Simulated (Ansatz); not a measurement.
Ideal-gas functions of SeSn, SMILES `[Se][Sn]` at 800 K and 1 bar, from an Ansatz frequency run at PBE0-D4/def2-TZVP.

Molar mass 197.67 g/mol, point group C∞v (symmetry number 1), electronic degeneracy 1, moments of inertia 256.414 u Å². Harmonic wavenumbers (cm⁻¹, unscaled): 341.

Use S(trans) = R[1.5 ln M + 2.5 ln T − 1.1517]; rotational temperatures θ = 24.2544 K / I; S(rot) = R[ln(T/σθ) + 1]; for each mode x = 1.438777 ν̃/T, S = R[x/(eˣ − 1) − ln(1 − e⁻ˣ)] and H = RT x/(eˣ − 1); 1 cm⁻¹ = 0.0119627 kJ/mol; R = 8.31446 J/(mol·K).

Question: By hand: the entropy, in J/(mol·K).

Answer: Translation 195.3. Rotation: θ = 0.0946 K, giving 83.5. Vibration, mode by mode: 12.51, in all 12.5. Electronic 0.0. Sum 291.3 J/(mol·K).

Question: By hand: H − E and G − E in kJ/mol, counted from the electronic energy.

Answer: Zero-point energy ½ × 341 × 0.0119627 = 2.0; thermal vibration 4.8; translation, rotation and pV give 3.5 RT = 23.3. H − E = 30.1 kJ/mol, and G − E = 30.1 − 800 × 291.3/1000 = -202.9 kJ/mol.

Vibration gives 4 % of the entropy.
